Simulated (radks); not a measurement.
The numbers below are computed, except where a source is named.
Neutral manganese, [Ar] 3d5 4s2. Code: a radial shooting solver on a logarithmic mesh with Libxc functionals. Model: non-relativistic Kohn-Sham, PBE, spin-polarised, spherical densities, point nucleus. Every spin shell is full or empty, so the densities are truly spherical. Functionals are evaluated on that one density, not self-consistently. Rank these orbital-free kinetic functionals by their error against the exact value of the orbitals, and give that value: Thomas-Fermi, von Weizsacker, TF + vW, Perdew 92, Thakkar, Pearson, DePristo-Kress, Ernzerhof.

Answer. Exact: 1149.84 hartree. From best to worst, with 100 (|E| - |E exact|)/|E exact| (equal figures are ties): DePristo-Kress -0.09, Ernzerhof -0.32, Thakkar -0.39, Perdew 92 -0.76, Pearson -1.33, Thomas-Fermi -6.63, TF + vW +46.10, von Weizsacker -47.28.
